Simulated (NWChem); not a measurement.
BH₂O₂F; SMILES OB(O)F

```xyz
6

B     -0.0403    -0.0001     0.0000
F      1.3046     0.0025     0.0000
O     -0.7155    -1.1693     0.0000
H     -0.1274    -1.9299     0.0000
O     -0.7199     1.1665     0.0000
H     -0.1348     1.9294     0.0000
```
Atoms are numbered in this order, from 1.

Program: NWChem. The geometry was optimised at PBE0/def2-SVP. Vzz is the largest principal value of the second derivative of the potential at the nucleus (NWChem prints the opposite sign); η is the asymmetry. Non-relativistic.

For level B3LYP/cc-pVTZ:

```yaml
Vzz B1 (a.u.): 0.278
Vzz O5 (a.u.): 1.328
```

**Question.** What are these values for level CAM-B3LYP/def2-SVP?

**Answer.** 
* **Vzz B1 (a.u.)**: 0.254
* **Vzz O5 (a.u.)**: 1.356
